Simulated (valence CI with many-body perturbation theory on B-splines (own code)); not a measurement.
## Sr6+: calculated level list

Level of theory: relativistic CI+MBPT: four valence electrons over a frozen Dirac-Fock core [Ar] 3d10, radial functions for each j: 11 s, 11 p, 9 d, 7 f, 5 g, 2 h, 1 i, with the one-electron correlation potential Σ1, the two-electron term Σ2, the three-electron term Σ3, Breit, model QED; selected CI, second order for the rest, scaled by the run's own slope (own B-spline code, finite nucleus).

Set against measurement, 13 paired levels are off by 109 cm⁻¹ on average, the worst by 228. These come from a selection out of Sansonetti, J. Phys. Chem. Ref. Data 41, 013102 (2012). Levels without a partner in it may be off by more. Among the levels kept, up to 350 cm⁻¹ of a level comes from second order outside the variational space, and about a tenth of that is noise between levels of different J, which matters for small intervals.

Levels 46 to 72 of 72, with energies above the lowest level, 4s²4p² ³P_0. "Leading %" is the weight of the configuration and term that name the level; weights of strongly mixed levels are sums over their largest components and can fall short. Lifetimes count E1, E2, E3, M1 and M2 decay at the calculated energies, and are blank where another channel may lead or the interval is too uncertain; long ones can be off by a factor of two.

```tsv
No.	Configuration	Term	J	E (cm⁻¹)	Leading %	g	Second component	Lifetime
46	4s4p²4d	³F	2	403160	92	0.680		919 ps
47	4p⁴	¹S	0	404370	65		23 % 4s4p²4d ¹S	193 ps
48	4s4p²4d	³F	3	406520	87	1.104	4 % 4s4p²4d ⁵D	864 ps
49	4s4p²4d	³F	4	411670	82	1.270	9 % 4s4p²4d ⁵D	1.77 ns
50	4s4p²4d	⁵P	3	414480	93	1.655		19.7 ps
51	4s4p²4d	⁵P	2	416840	94	1.818		19.3 ps
52	4s4p²4d	⁵P	1	418220	96	2.479		18.8 ps
53	4s4p²4d	³P	2	420840	72	1.490	18 % 4p⁴ ³P	35.9 ps
54	4s4p²4d	³P	1	426940	70	1.458	18 % 4p⁴ ³P	35.2 ps
55	4s²4p5p	³D	1	428800	53	0.735	38 % 4s²4p5p ¹P	167 ps
56	4s4p²4d	³G	3	428930	79	0.764	13 % 4s²4p4f ³G	1.70 ns
57	4s4p²4d	³G	4	430890	82	1.057	12 % 4s²4p4f ³G	1.16 ns
58	4s4p²4d	³P	0	431080	70		19 % 4p⁴ ³P	35.0 ps
59	4s4p²4d	³G	5	433260	84	1.204	11 % 4s²4p4f ³G	1.87 ns
60	4s²4p5p	³D	2	436130	71	1.182	7 % 4s²4p5p ³P	149 ps
61	4s²4p5p	³P	1	436160	28	1.124	28 % 4s²4p5p ¹P	159 ps
62	4s²4p5p	³P	0	437410	85		6 % 4s²4p5p ¹S	167 ps
63	4s4p²4d	¹F	3	441370	36	1.179	27 % 4s4p²4d ³D	86.6 ps
64	4s4p²4d	³D	1	442500	76	0.696	13 % 4s²4p5p ³P	44.1 ps
65	4s4p²4d	³D	2	442760	73	1.149	7 % 4s4p²4d ³F	36.0 ps
66	4s²4p5p	³P	1	444280	45	1.108	20 % 4s²4p5p ¹P	100 ps
67	4s4p²4d	¹G	4	444980	75	1.019	12 % 4s²4d² ¹G	323 ps
68	4s4p²4d	³D	3	445070	37	1.160	35 % 4s4p²4d ¹F	49.0 ps
69	4s²4p5p	³D	3	447350	76	1.328	14 % 4s4p²4d ³D	59.7 ps
70	4s²4p5p	³P	2	447380	66	1.386	16 % 4s²4p5p ³D	141 ps
71	4s²4p5p	³S	1	451490	82	1.895	8 % 4s²4p5p ³P	125 ps
72	4s4p²4d	³F	2	452750	67	0.797	20 % 4s4p²4d ³D	25.1 ps
```

Names give the largest LS component (configuration and term), which can be under half, so a name can repeat, a term be missing and a line seem to break the LS rules; names also repeat where a configuration has a term twice.

Where two levels of one J and parity lie close, their mixing, g and order are uncertain.
